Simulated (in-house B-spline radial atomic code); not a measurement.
A fraction x of an electron is moved 3d → 4f in Pd V (Pd4+), starting from [Kr] 4d6 and keeping the highest spin. Level of theory: scalar-relativistic (X2C) r2SCAN0, spin-polarised, spherical fractional occupations, Fermi nucleus of rms radius 4.5318 fm; calculated with an all-electron radial atomic-structure program (B-spline basis).

Caution: exact exchange at fractional occupations of open shells leaves self-interaction of up to several eV.

```
    x  E(x) - E(0) (eV)  3d down level (eV)  4f up level (eV)
    0            0.0000            -395.838                 -
0.125           47.5237            -399.290           -17.684
 0.25           95.4070            -402.714           -18.179
0.375                 ?                   ?                 ?
  0.5                 ?                   ?                 ?
0.625          241.2666            -412.776           -19.407
 0.75          290.6199            -416.056           -19.776
0.875          340.3355            -419.299           -20.133
    1          390.4103            -422.505           -20.479
```

What belongs in the row x = 0.375?

An energy change of 143.6583 eV; 3d down at -406.104 eV, 4f up at -18.617 eV.

What belongs in the row x = 0.5?

An energy change of 192.2787 eV; 3d down at -409.458 eV, 4f up at -19.023 eV.

Check Janak's theorem between x = 0.125 and 0.25.

The slope of the energy is 383.07 eV; the orbital levels give 383.07 eV (ε of the receiving orbital less ε of the emptying one, averaged over the two points).
